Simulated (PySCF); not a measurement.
PySCF input for Sn(iPr)(OH)3 (C₃H₁₀O₃Sn), SMILES C[CH](C)[Sn]([OH])([OH])[OH], IEF-PCM-ωB97X/def2-SVP. Geometry optimised at B3LYP-D3(BJ)/def2-SVP. The isomer is the one that the SMILES or the coordinates give; other isomers of the formula were not compared. The def2 effective core potentials stand for the cores of Sn; spin–orbit coupling is left out. One conformer was computed; it need not be the lowest.

```python
import numpy as np
from pyscf import gto, scf, dft
from pyscf.solvent import pcm

mol = gto.M(
    atom='''
    C    -1.87723511   -1.73882601   -0.70307681
    C    -1.72220316   -0.29108132   -0.23547033
    C    -2.22536115    0.73720864   -1.24938702
    Sn    0.36320639    0.09612077    0.20307682
    O     1.42808969    0.25403626   -1.48009312
    O     1.22802842   -1.36219294    1.25838681
    O     0.68165829    1.78837523    1.21442394
    H    -1.33192528   -1.91681493   -1.64443710
    H    -1.50470313   -2.45611912    0.04438642
    H    -2.94109303   -1.96716983   -0.89214866
    H    -2.23372684   -0.14972496    0.73055922
    H    -3.29140050    0.55903046   -1.47656160
    H    -1.66867870    0.67196576   -2.19813172
    H    -2.13196748    1.76748423   -0.87177932
    H     2.19316559   -0.33867835   -1.44849411
    H     1.66448260   -0.99511229    2.04105108
    H     1.33211236    2.33354377    0.74757863
    ''',
    basis='def2-SVP',
    ecp={'Sn': 'def2-svp'},
    charge=0,
    spin=0,
    max_memory=1600,
    verbose=3,
)
mf = dft.RKS(mol, xc='wb97x').density_fit(auxbasis='def2-universal-jkfit')
mf.grids.level = 3
mf.conv_tol = 1e-9
mf.max_cycle = 100
mf.kernel()
res = {}
for name, eps in {'water': 78.355, 'benzene': 2.2706, 'toluene': 2.3741}.items():
    s = mf.PCM()
    s.with_solvent.method, s.with_solvent.eps, s.with_solvent.lebedev_order = 'IEF-PCM', eps, 17
    s.kernel(mf.make_rdm1())
    res[name] = (s.e_tot, eps, s.dip_moment(), s.mo_energy, s.converged)
    print(f'{name}: electrostatic solvation free energy {(s.e_tot - mf.e_tot) * 627.509474:.3f} kcal/mol')
```

Output:

```
converged SCF energy = -560.040272500165

WARN: PCM is an experimental feature. It is still in testing.
Features and APIs may be changed in the future.

converged SCF energy = -560.057511012015
Dipole moment(X, Y, Z, Debye): -0.83893, -0.15938, -0.10128
water: electrostatic solvation free energy -10.817 kcal/mol

WARN: PCM is an experimental feature. It is still in testing.
Features and APIs may be changed in the future.

converged SCF energy = -560.048158555337
Dipole moment(X, Y, Z, Debye): -0.76014, -0.17170, -0.14545
benzene: electrostatic solvation free energy -4.949 kcal/mol

WARN: PCM is an experimental feature. It is still in testing.
Features and APIs may be changed in the future.

converged SCF energy = -560.048498989308
Dipole moment(X, Y, Z, Debye): -0.76359, -0.17181, -0.14476
toluene: electrostatic solvation free energy -5.162 kcal/mol
```

Self-consistency was reached.
